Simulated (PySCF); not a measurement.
# Electron correlation in Ag²⁺ (silver, charge +2)

[Kr] 4d8 5p1, one real determinant (an excited configuration). All numbers are calculated (PySCF 2.14, a scalar-relativistic core potential, in aug-cc-pVDZ-PP with ECP28MDF (5s5p4d2f, 54 functions)). Frozen: 4s2 4p6; 9 electrons correlated.

MP2 pair energies summed by pair of shells (mhartree):

```
 pair   energy  share (%)
4d-4d  -163.82       87.2
4d-5p   -24.12       12.8
```

Total MP2 correlation energy: -187.94 mhartree.

Same-spin part -76.04 and opposite-spin part -111.89 mhartree; SCS-MP2 scales them by 1/3 and 6/5 to -159.62 mhartree.

The reference is one real determinant that mixes LS terms of this configuration.
